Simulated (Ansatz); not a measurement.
Ideal-gas functions of C2H2BF (`FB1C=C1`) at 298.15 K and 1 bar, from an Ansatz frequency run at PBE0-D4/def2-TZVP.

Molar mass 55.85 g/mol, point group C2v (symmetry number 2), electronic degeneracy 1, moments of inertia 15.413, 79.786, 95.199 u Å². Harmonic wavenumbers (cm⁻¹, unscaled): 418, 430, 780, 787, 932, 933, 1036, 1245, 1439, 1696, 3212, 3233.

Use S(trans) = R[1.5 ln M + 2.5 ln T − 1.1517]; rotational temperatures θ = 24.2544 K / I; S(rot) = R[ln(√π/σ · √(T³/θAθBθC)) + 1.5]; for each mode x = 1.438777 ν̃/T, S = R[x/(eˣ − 1) − ln(1 − e⁻ˣ)] and H = RT x/(eˣ − 1); 1 cm⁻¹ = 0.0119627 kJ/mol; R = 8.31446 J/(mol·K).

Q: By hand: the entropy, in J/(mol·K).

A: Translation 159.0. Rotation: θ = 1.5736, 0.304, 0.2548 K, giving 91.3. Vibration, mode by mode: 3.76, 3.59, 0.94, 0.91, 0.51, 0.51, 0.34, 0.14, 0.06, 0.02, 0.00, 0.00, in all 10.8. Electronic 0.0. Sum 261.1 J/(mol·K).

Q: By hand: H − E and G − E in kJ/mol, counted from the electronic energy.

A: Zero-point energy ½ × 16141 × 0.0119627 = 96.5; thermal vibration 2.3; translation, rotation and pV give 4 RT = 9.9. H − E = 108.7 kJ/mol, and G − E = 108.7 − 298.15 × 261.1/1000 = 30.9 kJ/mol.

Vibration gives 4 % of the entropy.
